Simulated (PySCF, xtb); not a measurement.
BH₂, SMILES [BH2] (connectivity only; charge and spin as stated), charge +1, multiplicity 1.

GFN2-xTB (xtb) at its own geometry gives an orbital gap of 3.07 eV.

Geometry optimised at PBE0-D3(BJ)/def2-TZVPD. The spin state was assumed, not searched. The isomer is the one that the SMILES or the coordinates give; other isomers of the formula were not compared.

### Question
What does B3LYP/def2-TZVPD (PySCF) give? (Estimate from the structure and the level; the computed values follow.)

### Answer
gap 9.17 eV (levels -20.32 and -11.16 eV).
